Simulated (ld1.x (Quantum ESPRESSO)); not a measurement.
## Before and after: TM potential for lead

* Element: Pb
* Generator: ld1.x (Quantum ESPRESSO) 7.5
* Type: norm-conserving Troullier–Martins (Kleinman–Bylander form)
* Functional: PBEsol
* Relativity: scalar-relativistic
* Frozen core: [Xe] 4f14 5d10
* Valence charge: 4
* Reference configuration: 6s2 6p2
* Partial waves: 6s (bound): rc 1.80 bohr; 6p (bound): rc 2.70 bohr; 6d channel at 0.35 Ry: rc 2.90 bohr
* Local potential: the d channel
* Core correction: a·sin(br)/r model core, default radius (core density twice the valence density)

Change: wave 6p (bound): rc 2.70 bohr becomes 6p (bound): rc 3.74 bohr.

Cutoffs: the cutoffs (Ry, on a coarse ladder) from which the occupation-weighted sum of valence levels, in a spherical-Bessel basis at the reference potential, stays within 10 and 1 mRy of its value at 400 Ry; they do not see the model core or the augmentation charge, which bear on the density cutoff. Errors are all-electron minus pseudo energies relative to the spin-unpolarised reference configuration.

What does the change do?

The potential gets neither clearly harder nor softer (21 Ry and 50 Ry → 21 Ry and 50 Ry); both files keep a bound ghost (p, s); of the 7 tests that both files solve, the error grows in 4 and shrinks in 2 by more than 15 % and 0.3 meV (median size 164.0 → 142.1 meV).

| quantity | base | changed |
| --- | --- | --- |
| cutoff, loose | 21 Ry | 21 Ry |
| cutoff, tight | 50 Ry | 50 Ry |
| loose cutoff by channel (10 mRy a level) | s 12 Ry, p 8 Ry | s 12 Ry, p 6 Ry |
| bound ghosts | s, p | s, p |
| error for 6s2 6p1, meV [ΔE 6.60 eV] | -34 | -42 |
| error for 6s2 6p0, meV [ΔE 20.04 eV] | -170 | -222 |
| error for 6s1 6p0, meV [ΔE 52.52 eV] | -753 | -889 |
| error for 6s2 6p1.5, meV [ΔE 2.50 eV] | -7.4 | -8.8 |
| error for 6s0 6p4, meV [ΔE 17.91 eV] | -235 | -142 |
| error for 6s1 6p2, meV [ΔE 16.18 eV] | -164 | -151 |
| error for 6s1 6p3, meV [ΔE 8.77 eV] | -59 | -36 |

 A true bound ghost makes a file unfit for plane-wave use even where its test errors are small: the radial tests pick states by their node count and pass the ghost by.
